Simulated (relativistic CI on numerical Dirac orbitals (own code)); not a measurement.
**What each ingredient does to the levels of Er⁴⁰⁺**

Base calculation: Dirac-Coulomb-Breit CI, orbitals from a KLI potential per configuration, model QED, unscaled Slater integrals.

Configuration list (outside the closed core [Ne]): 3s²3p⁶3d¹⁰, 3s²3p⁶3d⁹4s, 3s²3p⁶3d⁹4p, 3s²3p⁶3d⁹4d, 3s²3p⁵3d¹⁰4s, 3s²3p⁶3d⁹4f, 3s²3p⁵3d¹⁰4p, 3s²3p⁶3d⁸4s², 3s²3p⁵3d¹⁰4d, 3s²3p⁶3d⁸4s4p, 3s3p⁶3d¹⁰4s, 3s²3p⁶3d⁹5s, 3s²3p⁶3d⁸4p², 3s²3p⁶3d⁸4s4d, 3s²3p⁶3d⁹5p, 3s²3p⁵3d¹⁰4f, 3s3p⁶3d¹⁰4p, 3s²3p⁶3d⁹5d, 3s²3p⁶3d⁸4p4d, 3s²3p⁵3d⁹4s², 3s²3p⁶3d⁹5f, 3s²3p⁶3d⁹5g, 3s²3p⁵3d⁹4s4p, 3s3p⁶3d¹⁰4d, 3s²3p⁶3d⁸4d², 3s²3p⁵3d⁹4p², 3s²3p⁵3d⁹4s4d, 3s²3p⁶3d⁹6s, 3s3p⁶3d¹⁰4f, 3s3p⁶3d⁹4s², 3s²3p⁵3d¹⁰5s, 3s²3p⁶3d⁹6p, 3s²3p⁶3d⁹6d, 3s²3p⁵3d⁹4p4d, 3s²3p⁴3d¹⁰4s², 3s²3p⁵3d¹⁰5p. Levels of other configurations are missing.

The lowest level and the first level of each name with at least 55 % of one term (blank where a level has no safe partner in the second run):

| Level | Base (eV) | Shift (eV) |
| --- | --- | --- |
| 3s²3p⁶3d¹⁰ ¹S0 | 0.00 | 0.00 |
| 3s²3p⁶3d⁹4s ³D3 | 1232.46 | +0.66 |
| 3s²3p⁶3d⁹4s ¹D2 | 1234.09 | +0.61 |
| 3s²3p⁶3d⁹4s ³D1 | 1276.33 | +1.58 |
| 3s²3p⁶3d⁹4s ³D2 | 1277.42 | +1.64 |
| 3s²3p⁶3d⁹4p ³F°2 | 1358.98 | +0.89 |
| 3s²3p⁶3d⁹4p ³F°4 | 1380.74 | +0.70 |
| 3s²3p⁶3d⁹4p ¹P°1 | 1383.48 | +0.56 |
| 3s²3p⁶3d⁹4p ³D°3 | 1385.30 | +0.59 |
| 3s²3p⁶3d⁹4p ³P°0 | 1421.58 | +1.46 |
| 3s²3p⁶3d⁹4d ¹P1 | 1521.64 | +1.41 |
| 3s²3p⁶3d⁹4d ³G5 | 1523.02 | +1.54 |
| 3s²3p⁶3d⁹4d ³D3 | 1526.46 | +1.34 |
| 3s²3p⁶3d⁹4d ³F4 | 1528.13 | +1.37 |
| 3s²3p⁶3d⁹4d ³P0 | 1537.63 | +1.36 |
| 3s²3p⁶3d⁹4d ³G3 | 1553.60 | +2.11 |
| 3s²3p⁶3d⁹4d ³F2 | 1558.67 | +1.95 |
| 3s²3p⁶3d⁹4d ¹S0 | 1594.15 | +1.63 |
| 3s²3p⁵3d¹⁰4s ³P°2 | 1619.54 | +2.67 |
| 3s²3p⁵3d¹⁰4s ¹P°1 | 1622.39 | +2.68 |
| 3s²3p⁶3d⁹4f ³P°0 | 1654.00 | +1.21 |
| 3s²3p⁶3d⁹4f ³P°1 | 1656.39 | +1.42 |

At this charge energies of transitions that change n are usually good to better than 1 %, and those within a shell (Δn = 0) to a few per cent.

Task: One thing was changed in a second run, which moved the levels as shown. Which?
A. P86 correlation estimate
B. QED terms removed
C. Breit term removed
D. configuration mixing switched off

Result: C. Breit term removed. The Breit term mainly narrows fine-structure intervals, so removing it widens them.

LS names give the leading component of a level, which can be under half, so a name can repeat, a term be missing and a line seem to break the LS rules.
